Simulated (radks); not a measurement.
Results of a calculation; reference values are marked as such.
Spherical jellium clusters: N electrons in a uniform positive sphere of charge N and radius rs N^(1/3), rs = 4.21 bohr. Level of theory: non-relativistic Kohn-Sham, LDA (Slater exchange, Perdew-Wang correlation), spin-polarised, spherical densities (a radial shooting solver with Libxc functionals). Levels are named by radial order and angular momentum (1s, 1p, 1d, 2s, ...), and open shells are averaged over m.

N = 12, configuration 1s2 1p6 1d(up 4, down 0). This is the lowest configuration that the search found. Occupied and some empty levels:

| level | occupation | eigenvalue (eV) | <r> (bohr) |
|---|---|---|---|
| 1s up | 1 | -4.7131 | 6.233 |
| 1s down | 1 | -4.4011 | 5.972 |
| 1p up | 3 | -3.8063 | 7.376 |
| 1p down | 3 | -3.4143 | 7.325 |
| 1d up | 4 | -2.6616 | 8.311 |
| 1d down | 0 | -2.2556 | 8.407 |
| 2s up | 0 | -2.1117 | 7.434 |
| 2s down | 0 | -1.9128 | 7.645 |
| 1f up | 0 | -1.3713 | 9.312 |
| 1f down | 0 | -0.99883 | 9.598 |
| 2p up | 0 | -0.92979 | 10.04 |
| 2p down | 0 | -0.74763 | 10.50 |

Energy (eV): total -21.2803, kinetic 19.603, external -479.54, Hartree 236.29, exchange-correlation -41.560, background 243.92.
